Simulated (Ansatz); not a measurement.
Molecule: sum formula SnO2H2 (charge +1, doublet). SMILES of the parent species: [OH][Sn][OH]
Structure (B3LYP-D3(BJ)/def2-TZVP (Ansatz, an electronic-structure program) minimum search):
```xyz
5

Sn     0.2547     0.1506     0.0447
O      0.0408    -1.7787    -0.0739
H      0.8021    -2.3770     0.0124
O     -1.5240     0.9020    -0.1861
H     -1.6727     1.8624    -0.1650
```
Charge +1, spin multiplicity 2.

Parts of the frozen-core correlation energy in def2-SVP (Ansatz, hartree). Frozen orbitals: 11; correlated occupied orbitals by spin: 9 and 8; virtual: 44 and 45. Open shells are spin-unrestricted. No spin-orbit coupling. Past Kr the def2 sets carry scalar-relativistic core potentials.

```csv
term,value
reference (HF),-363.83439
MP2 opposite-spin,(withheld)
MP2 same-spin,(withheld)
CCSD correlation,-0.45184
(T),(withheld)
T1 diagnostic,0.028
largest doubles amplitude,0.046
<S^2> of the reference,0.814
```

### Question
What belongs in the gaps?

### Answer

- MP2 opposite-spin, value: -0.32024
- MP2 same-spin, value: -0.11683
- (T), value: -0.01316
